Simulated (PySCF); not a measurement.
Chlorotrifluoromethane, SMILES FC(F)(F)Cl (B3LYP/def2-SVP optimised geometry):

```
5

F     -0.784    -1.155     1.078
C     -0.357    -0.511     0.000
F      0.969    -0.511     0.000
F     -0.785    -1.154    -1.078
Cl    -0.969     1.155     0.000
```

Method: PySCF 2.14.0 with B3LYP/def2-TZVP.

What are the frontier orbital energies and the dipole moment?

HOMO-2 -11.79 eV, HOMO-1 -9.75 eV, HOMO -9.75 eV, LUMO -0.45 eV, LUMO+1 2.56 eV; dipole moment 0.36 D.

On the same geometry PBE/def2-TZVP (PySCF) gives HOMO-2 -10.31 eV, HOMO-1 -8.44 eV, HOMO -8.43 eV, LUMO -1.25 eV, LUMO+1 1.96 eV; dipole moment 0.21 D.

Meta-Löwdin charges at B3LYP/def2-TZVP: F1 -0.24, C2 0.78, F3 -0.24, F4 -0.24, Cl5 -0.05.
